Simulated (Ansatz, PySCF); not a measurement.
Al(H)(NCO)2 (C2HAlN2O2), SMILES O=C=[N][AlH][N]=C=O.

The structure is a stationary point at PBE0-D3(BJ)/def2-SVP. The structure was generated by enumeration; whether it is a known compound was not checked. One conformer was computed; it need not be the lowest.

Vertical ionisation energy (IE) and electron affinity (EA) in eV. Rows of orbital energies are one-electron estimates. Where ΔSCF, EOM or ADC give a negative EA the extra electron is unbound and the value depends on the basis.

| level | IE | EA |
|---|---|---|
| −ε(HOMO), −ε(LUMO), HF/def2-TZVP (PySCF) | 12.21 | -1.14 |
| −ε(HOMO), −ε(LUMO), PBE/def2-TZVP (PySCF) | 7.41 | 2.44 |
| ΔSCF, PBE0/def2-SVPD (Ansatz), final states of multiplicity 2 and 2 | 10.81 | 0.27 |
| ΔSCF, PBE/def2-SVPD (Ansatz), final states of multiplicity 2 and 2 | 10.31 | 0.34 |

What vertical singlet–triplet gap does ΔSCF give with PBE0/def2-SVPD (Ansatz, a quantum-chemistry and plane-wave program) and with PBE/def2-SVPD (Ansatz)? (Estimate from the structure and the level; the computed values follow.)

5.71 and 5.04 eV (triplet above singlet where positive).
